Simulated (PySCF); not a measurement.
# Assigning NMR signals

Structure with atom numbers: `[CH2:1]=[CH:2][P:3]1[CH2:4][CH2:5][P:6]([CH3:7])[CH2:8][CH2:9]1`. Hydrogens are named by the atom that carries them. Ha(C1) is cis to P3; Hb(C1) is trans to P3.

- PBE0/pcSseg-1 with gauge-including orbitals
- geometry: GFN2-xTB
- program: PySCF 2.14.0 with density-fitted response routines
- single conformer, in vacuum, averaged over atoms made equivalent by symmetry, fast rotation or ring inversion, relativity neglected

Chemical shifts δ = σref − σ; $^{13}$C (186.93 ppm), $^{1}$H (31.72 ppm) against TMS, all at this level.

(1) Assign these signals to the numbered atoms. $^{13}$C{$^{1}$H} NMR (computed): δ 152.6 (CH), 125.6 (CH2), 31.9 (CH2), 29.1 (CH2), 17.4 (CH3).

(2) Assign these signals to the numbered atoms. $^{1}$H NMR (400 MHz, computed): δ 6.59 (m, 1H), 5.91 (m, 1H), 5.47 (m, 1H), 1.95 (m, 4H), 1.73 (m, 4H), 1.04 (m, 3H).

## Answers

(1) 
152.6 → C2, alkene CH: the olefinic region
125.6 → C1, terminal =CH2 carbon: the olefinic region
31.9 → C5/C8, sp3 CH2 bonded to P
29.1 → C4/C9, sp3 CH2 bonded to P
17.4 → C7, methyl carbon bonded to P

(2) 
```tsv
δ (ppm)	atoms	environment	reason
6.59	H(C2)	hydrogen on an alkene CH	olefinic region
5.91	Hb(C1)	hydrogen on a terminal =CH2 carbon	a vinylic proton, deshielded by the sp2 carbon and the C=C anisotropy
5.47	Ha(C1)	hydrogen on a terminal =CH2 carbon	–
1.95	H(C4)/H(C9)	hydrogen on an sp3 CH2 bonded to P	–
1.73	H(C5)/H(C8)	hydrogen on an sp3 CH2 bonded to P	–
1.04	H(C7)	hydrogen on a methyl carbon bonded to P	–
```

Splittings by $^{31}$P in the carbon and heteronuclear signals aren't shown, as no couplings were computed. Shifts are as computed. Against solution values, carbons near 30 ppm lie about +3 ppm off and those near 130 ppm about +5 ppm. Of 1211 compounds with measured shifts, 218 miss one by over three times the rms of a fit or turn the order of signals round; such compounds aren't used in these exercises. No couplings were computed; multiplicities are counted from neighbouring protons, with m where these are inequivalent, close in shift, in a saturated or five-membered ring or joined by F or P, and br s for small geminal =CH2 splittings.
